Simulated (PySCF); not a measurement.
C₂H₁₄N₂O₂Si₃, SMILES CN(C)[SiH2]O[SiH2]O[SiH2]N.

Coordinates come from a PBE0-D3(BJ)/def2-SVP optimisation. The structure was generated by enumeration, and PubChem lists no compound with its InChIKey, so it may never have been made. The values are those of a single conformer.

Method: PBE0-D3(BJ)/def2-SVP (PySCF).

Frequencies are harmonic and unscaled.

Question: Estimate the vibrational spectrum. (The exact figures need the calculation; the answer reports its results.)

Answer: 
```csv
mode,ν (cm⁻¹),IR (km/mol),moving atoms (share of kinetic energy)
1,27,0.2,"Si 41 %, H 24 %, C 15 %, O 10 %, N 9 %"
2,47,0.6,"O 45 %, H 19 %, Si 15 %, N 13 %"
3,66,0.9,"N 33 %, C 27 %, Si 17 %, H 16 %"
4,71,1.5,"Si 24 %, H 24 %, N 22 %, O 18 %, C 12 %"
5,87,0.9,"O 41 %, H 28 %, Si 19 %, C 9 %"
6,100,0.6,"O 26 %, H 24 %, C 24 %, Si 20 %"
7,113,2.4,"H 45 %, Si 29 %, C 17 %"
8,154,4.0,"H 41 %, C 16 %, N 15 %, O 14 %, Si 13 %"
9,197,3.3,"H 51 %, Si 18 %, N 13 %, C 11 %"
10,222,0.6,H 93 %
11,240,18.7,"H 35 %, N 20 %, C 19 %, Si 14 %, O 13 %"
12,259,4.3,"H 53 %, N 26 %"
13,265,13.9,H 85 %
14,305,38.0,"H 24 %, O 23 %, C 19 %, Si 17 %, N 16 %"
15,358,7.9,"C 35 %, H 34 %, Si 18 %, O 10 %"
16,412,52.1,"H 38 %, O 32 %, N 17 %"
17,432,194.0,"H 31 %, O 28 %, N 25 %, Si 14 %"
18,571,11.9,"H 74 %, Si 23 %"
19,590,9.0,"Si 52 %, H 30 %, O 14 %"
20,633,15.1,"Si 52 %, H 26 %, O 14 %"
21,673,12.8,"H 64 %, Si 25 %"
22,691,21.3,"Si 33 %, C 28 %, H 25 %, N 10 %"
23,709,131.7,"H 66 %, Si 19 %, O 13 %"
24,749,1.4,H 96 %
25,759,10.2,H 91 %
26,812,39.4,H 87 %
27,868,172.2,"H 41 %, N 36 %, Si 22 %"
28,877,172.1,"H 64 %, Si 19 %, N 12 %"
29,914,57.9,"H 79 %, N 15 %"
30,936,480.4,"H 83 %, Si 14 %"
31,939,436.5,"H 87 %, Si 10 %"
32,962,116.6,H 92 %
33,984,28.9,"H 79 %, Si 16 %"
34,987,102.8,"H 88 %, Si 11 %"
35,1033,65.8,"H 44 %, C 34 %, N 18 %"
36,1077,328.8,"O 68 %, Si 16 %, H 14 %"
37,1091,1.1,"H 75 %, C 24 %"
38,1092,502.5,"O 79 %, Si 18 %"
39,1114,1.0,"H 80 %, C 19 %"
40,1168,2.0,"H 70 %, C 20 %, N 11 %"
41,1270,85.1,"N 61 %, C 30 %, H 9 %"
42,1326,65.0,"N 42 %, H 34 %, C 22 %"
43,1428,0.7,"H 86 %, C 14 %"
44,1450,1.4,H 95 %
45,1456,1.6,"H 88 %, C 12 %"
46,1461,17.6,H 93 %
47,1480,15.9,H 96 %
48,1504,13.0,H 94 %
49,1547,49.8,"H 89 %, N 11 %"
50,2230,192.3,H 96 %
51,2235,65.8,H 97 %
52,2240,55.3,H 97 %
53,2248,237.8,H 97 %
54,2273,127.1,H 97 %
55,2281,135.0,H 97 %
56,2991,53.4,H 97 %
57,2996,103.5,H 96 %
58,3061,59.4,"H 91 %, C 9 %"
59,3074,14.9,"H 91 %, C 9 %"
60,3140,11.6,"H 91 %, C 9 %"
61,3143,11.1,"H 91 %, C 9 %"
62,3611,34.4,H 96 %
63,3710,35.0,"H 91 %, N 9 %"
```
